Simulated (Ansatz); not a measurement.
C2H9GeN (`[CH3][GeH2][CH2]N`) at its PBE0-D4/def2-TZVP geometry, where that method's forces vanish. The species carries charge 0 and has multiplicity 1.

| atom | x (Å) | y (Å) | z (Å) |
| --- | --- | --- | --- |
| C1 | 1.764 | 0.596 | -1.104 |
| Ge2 | 0.360 | 0.744 | 0.249 |
| C3 | -0.737 | -0.889 | 0.287 |
| N4 | -1.888 | -0.708 | 1.159 |
| H5 | 1.328 | 0.439 | -2.092 |
| H6 | 2.422 | -0.245 | -0.878 |
| H7 | 2.365 | 1.505 | -1.133 |
| H8 | -0.568 | 1.934 | -0.088 |
| H9 | 0.978 | 0.993 | 1.637 |
| H10 | -0.978 | -1.173 | -0.749 |
| H11 | -0.107 | -1.686 | 0.693 |
| H12 | -2.485 | 0.036 | 0.821 |
| H13 | -2.454 | -1.547 | 1.198 |

(1) For each bond, give half the difference of the two atoms' forces along it (eV/Å; positive pushes the atoms apart) under PBE-D4, r2SCAN-D4, B3LYP-D4, ωB97M-V in def2-TZVPP. (An estimate is asked.)

Results:

(1) The calculation gave: 
| bond | length (Å) | PBE-D4 | r2SCAN-D4 | B3LYP-D4 | ωB97M-V |
| --- | --- | --- | --- | --- | --- |
| C1–Ge2 | 1.956 | 0.02 | 0.03 | 0.17 | 0.06 |
| C1–H5 | 1.091 | 0.10 | -0.02 | -0.07 | -0.05 |
| C1–H6 | 1.091 | 0.10 | -0.02 | -0.07 | -0.05 |
| C1–H7 | 1.091 | 0.10 | -0.02 | -0.07 | -0.05 |
| Ge2–C3 | 1.967 | 0.04 | 0.01 | 0.10 | -0.04 |
| Ge2–H8 | 1.547 | 0.06 | -0.06 | -0.06 | -0.08 |
| Ge2–H9 | 1.540 | 0.05 | -0.06 | -0.06 | -0.08 |
| C3–N4 | 1.455 | 0.07 | 0.20 | 0.25 | 0.31 |
| C3–H10 | 1.101 | 0.10 | -0.03 | -0.11 | -0.13 |
| C3–H11 | 1.094 | 0.10 | -0.04 | -0.13 | -0.11 |
| N4–H12 | 1.012 | 0.24 | -0.01 | -0.05 | -0.08 |
| N4–H13 | 1.013 | 0.24 | 0.00 | -0.05 | -0.09 |

B3LYP here is the variant with VWN-RPA as its local correlation; programs differ in this.

All numbers were calculated with Ansatz.
